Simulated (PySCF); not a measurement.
C6H8O2.
Geometry (GFN2-xTB, Å), atoms numbered from 1 in this order:
```xyz
16
C6H8O2 angstrom
C      2.123    1.191    0.313
O      2.749   -0.063    0.345
C      1.903   -1.148    0.192
C      0.602   -1.108    0.026
C     -0.701   -1.763   -0.164
C     -0.675   -0.438   -0.108
O     -1.286    0.724   -0.145
C     -2.699    0.692   -0.306
H      2.912    1.932    0.437
H      1.610    1.357   -0.641
H      1.393    1.294    1.124
H      2.461   -2.071    0.223
H     -1.225   -2.679   -0.266
H     -2.958    1.321   -1.158
H     -3.053   -0.325   -0.479
H     -3.165    1.093    0.596
```

Vertical excitations from PySCF (density fitting, frozen core in the response, grid level 2 and gas phase unless stated; continuum runs use non-equilibrium linear response for the excitations) on a GFN2-xTB geometry. Reference run:

```csv
settings,"S1, eV (f)","S2, eV (f)","S3, eV (f)","S4, eV (f)","S5, eV (f)","S6, eV (f)","T1, eV (Tamm–Dancoff)",mean α (au)
"PBE0/def2-SVPD, full TDDFT, 6 singlets",4.33 (0.032),4.55 (0.000),5.10 (0.011),5.31 (0.002),5.52 (0.000),6.05 (0.002),3.20,81.3
```

**Question.** What do these settings give: PBE0/STO-3G, full TDDFT, 25 singlets?

**Answer.** 
```csv
settings,"S1, eV (f)","S2, eV (f)","S3, eV (f)","S4, eV (f)","S5, eV (f)","S6, eV (f)","T1, eV (Tamm–Dancoff)",mean α (au)
"PBE0/STO-3G, full TDDFT, 25 singlets",4.95 (0.019),6.78 (0.002),8.11 (0.468),8.43 (0.000),8.69 (0.082),8.79 (0.003),–,40.3
```

S1 moves by +0.62 eV. States are counted by energy in each run and needn't keep their character from row to row.

**Question.** Give the leading configurations of S1 (H = HOMO, L = LUMO) and the HOMO–LUMO gap of each run.

**Answer.** 
```csv
settings,S1 configurations (weight),S1 (eV),orbital gap (eV),S1 − gap (eV)
"PBE0/def2-SVPD, full TDDFT, 6 singlets",H→L 0.97,4.33,5.38,-1.05
"PBE0/STO-3G, full TDDFT, 25 singlets",H→L 0.96,4.95,5.89,-0.94
```

One conformer stands for the species.
